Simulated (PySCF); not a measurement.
C₄H₈Br₂, singlet, at a GFN2-xTB geometry; DF-HF/pcseg-1 (PySCF).

Here is a job for PySCF.
```python
from pyscf import gto, scf

mol = gto.M(
    atom='''
C    -3.787834   -0.507070    0.378440
C    -2.326332   -0.933090    0.436893
C    -1.399028    0.280376    0.386070
C     0.057750   -0.111649    0.493277
Br    0.641548   -1.166162   -1.047352
Br    1.197873    1.476387    0.639755
H    -3.991712    0.033289   -0.542964
H    -4.034167    0.139148    1.218063
H    -4.435049   -1.379217    0.414709
H    -2.110134   -1.596217   -0.403421
H    -2.145084   -1.490718    1.359425
H    -1.631032    0.950637    1.219567
H    -1.563650    0.833530   -0.542455
H     0.263738   -0.719745    1.374898
''',
    basis='pcseg-1',
    charge=0,
    spin=0,
    verbose=4,
    max_memory=1800,
)

mf = scf.RHF(mol)
mf = mf.density_fit(auxbasis='def2-universal-jkfit')
mf.kernel()
```

It wrote (shortened):

```
PySCF version 2.14.0

[INPUT] verbose = 4
[INPUT] num. atoms = 14
[INPUT] num. electrons = 102
[INPUT] charge = 0
[INPUT] spin (= nelec alpha-beta = 2S) = 0
[INPUT] symmetry False subgroup None
[INPUT] Mole.unit = angstrom
[INPUT] Symbol           X                Y                Z      unit          X                Y                Z       unit  Magmom
[INPUT]  1 C     -3.787834000000  -0.507070000000   0.378440000000 AA   -7.157968865316  -0.958223425983   0.715147954580 Bohr   0.0
[INPUT]  2 C     -2.326332000000  -0.933090000000   0.436893000000 AA   -4.396130354812  -1.763284549570   0.825608115740 Bohr   0.0
[INPUT]  3 C     -1.399028000000   0.280376000000   0.386070000000 AA   -2.643779760598   0.529833851901   0.729566564911 Bohr   0.0
[INPUT]  4 C      0.057750000000  -0.111649000000   0.493277000000 AA    0.109131683694  -0.210986032082   0.932158433547 Bohr   0.0
[INPUT]  5 Br     0.641548000000  -1.166162000000  -1.047352000000 AA    1.212350015762  -2.203726796875  -1.979208436015 Bohr   0.0
[INPUT]  6 Br     1.197873000000   1.476387000000   0.639755000000 AA    2.263651902011   2.789967083868   1.208961736821 Bohr   0.0
[INPUT]  7 H     -3.991712000000   0.033289000000  -0.542964000000 AA   -7.543242448140   0.062907092961  -1.026053255498 Bohr   0.0
[INPUT]  8 H     -4.034167000000   0.139148000000   1.218063000000 AA   -7.623470770758   0.262951610781   2.301805472466 Bohr   0.0
[INPUT]  9 H     -4.435049000000  -1.379217000000   0.414709000000 AA   -8.381027959026  -2.606342396344   0.783686431392 Bohr   0.0
[INPUT] 10 H     -2.110134000000  -1.596217000000  -0.403421000000 AA   -3.987575346133  -3.016412965375  -0.762355202898 Bohr   0.0
[INPUT] 11 H     -2.145084000000  -1.490718000000   1.359425000000 AA   -4.053621274187  -2.817048748959   2.568940936887 Bohr   0.0
[INPUT] 12 H     -1.631032000000   0.950637000000   1.219567000000 AA   -3.082203780402   1.796443573878   2.304647620557 Bohr   0.0
[INPUT] 13 H     -1.563650000000   0.833530000000  -0.542455000000 AA   -2.954870254676   1.575143416609  -1.025091384901 Bohr   0.0
[INPUT] 14 H      0.263738000000  -0.719745000000   1.374898000000 AA    0.498392588641  -1.360120929525   2.598180669212 Bohr   0.0

nuclear repulsion = 692.456719453711
number of shells = 34
number of NR pGTOs = 320
number of NR cGTOs = 150
basis = pcseg-1
ecp = {}

******** <class 'pyscf.df.df_jk.DFRHF'> ********
method = DFRHF
initial guess = minao
damping factor = 0
level_shift factor = 0
DIIS = <class 'pyscf.scf.diis.CDIIS'>
diis_start_cycle = 1
diis_space = 8
diis_damp = 0
SCF conv_tol = 1e-09
SCF conv_tol_grad = None
SCF max_cycles = 50
direct_scf = False
Set gradient conv threshold to 3.16228e-05
Initial guess from minao.
******** <class 'pyscf.df.df.DF'> ********
auxbasis = def2-universal-jkfit
init E= -5298.83556495738
  HOMO = -0.325621517886173  LUMO = 0.0194979965949602  gap/eV = 9.39118
cycle= 1 E= -5300.11354770771  delta_E= -1.28  |g|= 0.619  |ddm|= 3.48
  HOMO = -0.392601134974485  LUMO = 0.0288047327680014  gap/eV = 11.46704
cycle= 2 E= -5300.18771097783  delta_E= -0.0742  |g|= 0.473  |ddm|=  1.1
  HOMO = -0.390341343812294  LUMO = 0.105547508564625  gap/eV = 13.49382
cycle= 3 E= -5300.24483404434  delta_E= -0.0571  |g|= 0.0597  |ddm|= 0.483
  HOMO = -0.395313345286263  LUMO = 0.109096657484534  gap/eV = 13.72570
cycle= 4 E= -5300.2467129968  delta_E= -0.00188  |g|= 0.014  |ddm|= 0.129
  HOMO = -0.394588556798736  LUMO = 0.109692004697245  gap/eV = 13.72217
cycle= 5 E= -5300.24680000078  delta_E= -8.7e-05  |g|= 0.00476  |ddm|= 0.0255
  HOMO = -0.394932612778349  LUMO = 0.109615160912991  gap/eV = 13.72944
cycle= 6 E= -5300.24681652491  delta_E= -1.65e-05  |g|= 0.00145  |ddm|= 0.0152
  HOMO = -0.395109495973573  LUMO = 0.10973278958841  gap/eV = 13.73746
cycle= 7 E= -5300.24681808617  delta_E= -1.56e-06  |g|= 0.000391  |ddm|= 0.00503
  HOMO = -0.395135618660971  LUMO = 0.10974795693992  gap/eV = 13.73858
cycle= 8 E= -5300.24681819904  delta_E= -1.13e-07  |g|= 0.000113  |ddm|= 0.00131
  HOMO = -0.395145619834293  LUMO = 0.10974002341749  gap/eV = 13.73864
cycle= 9 E= -5300.24681820708  delta_E= -8.04e-09  |g|= 2.55e-05  |ddm|= 0.000332
  HOMO = -0.395148630538911  LUMO = 0.109738186890091  gap/eV = 13.73867
cycle= 10 E= -5300.24681820751  delta_E= -4.34e-10  |g|= 8.46e-06  |ddm|= 7.46e-05
  HOMO = -0.395148432496009  LUMO = 0.109738342868571  gap/eV = 13.73867
Extra cycle  E= -5300.24681820758  delta_E= -6.73e-11  |g|= 3.87e-06  |ddm|= 2.07e-05
converged SCF energy = -5300.24681820758
```
